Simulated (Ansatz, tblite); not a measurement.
Forces on the cluster Al₂Ga₅ at its PBE-D4/def2-SVP geometry. Charge 0, multiplicity 2.

The xTB rows come from tblite. The structure comes from a short search, and lower isomers may exist.

GFN1-xTB (tblite), largest force 1.25 eV/Å:

```xyz
7
positions Å, forces eV/Å
Al    0.331   -0.358    1.805    0.347   -0.233    0.289
Al   -1.883    0.023   -0.876   -0.193   -0.155   -0.039
Ga   -1.047   -2.098    0.364   -0.970   -0.774   -0.113
Ga   -0.869    1.627    0.822   -0.608    0.549    0.189
Ga    0.382    0.598   -1.908   -0.352    0.395   -0.864
Ga    1.778    1.455    0.266    1.027    0.599    0.082
Ga    1.309   -1.248   -0.472    0.750   -0.381    0.456
```

PBE-D4/def2-TZVP (Ansatz), largest force 0.07 eV/Å:

```
Al -0.006 0.001 -0.031
Al 0.016 0.001 0.007
Ga 0.009 0.034 -0.005
Ga 0.049 -0.028 -0.017
Ga -0.002 -0.012 0.047
Ga -0.062 -0.028 -0.012
Ga -0.004 0.032 0.012
```
